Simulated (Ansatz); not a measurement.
# One elementary step

Start structure (SiNH₇SO, singlet), relaxed at PBE0-D4/def2-TZVP:

```xyz
11
angstrom
Si 0.0987 -1.0098 -0.4950
O 0.6948 0.4769 -0.0706
H 0.9142 -1.5913 -1.5920
H -1.2828 -0.6811 -0.9061
N 0.1013 -2.1881 0.7331
H -0.2483 2.3744 -0.3632
S -0.8040 3.5890 -0.5417
H 1.6037 0.5213 0.2313
H 0.8008 -2.9069 0.7918
H -0.4819 -2.1475 1.5512
H -1.3964 3.5632 0.6612
```

The step: SiNH₅O ([NH2][SiH2][OH]) + H₂S → SiNH₅S ([NH2][SiH2][SH]) + H₂O; bonds formed: Si1–S7, O2–H6; bonds broken: Si1–O2, H6–S7. Ansatz 0.2.0; basis: def2-TZVPP and def2-QZVPP; cores frozen in the correlated methods. Extrapolation: Hartree–Fock as exp(−7.88 √X), correlation as X^−2.97. Energies below are by CCSD(T) at an estimated basis limit (MP2 extrapolated from triple and quadruple zeta, plus CCSD(T) − MP2 in triple zeta).

Task: What are the electronic barrier and the energy of the step, from the start structure to the end structure? (Judge from chemistry; the value comes from the calculation.)

Result: The calculation gives: Barrier 139.8 kJ/mol; step energy 28.1 kJ/mol (uphill); reverse barrier, their difference, 111.8 kJ/mol. Barrier and step energy count from the start structure, the reverse barrier from the end structure.

The saddle point: One imaginary mode of 209i cm⁻¹.
| pair | start (Å) | saddle (Å) | end (Å) |
| --- | --- | --- | --- |
| Si1–S7 | 4.69 | 2.53 | 2.16 |
| O2–H6 | 2.14 | 1.05 | 0.97 |
| Si1–O2 | 1.66 | 1.84 | 3.63 |
| H6–S7 | 1.35 | 1.91 | 2.48 |

Zero-point energy (harmonic, PBE0-D4): ZPE is 193.9 kJ/mol at the start and 200.5 kJ/mol at the saddle, so the barrier goes from 139.8 to 146.5 kJ/mol.

T1 diagnostic: at most 0.012.

Labels in which every atom is bracketed show which atoms are joined, not bond orders.

For scale, one of the runs: CCSD(T)/def2-TZVPP, 244 basis functions, launched by `ansatz run in.yaml --threads 4 --pin off --events-out ev --progress --plain --max-ram 9574MiB`. The run took 62 s on 4 CPU threads of an Intel Xeon Platinum 8259CL (shared host), with 4.7 GiB of host memory at its peak.
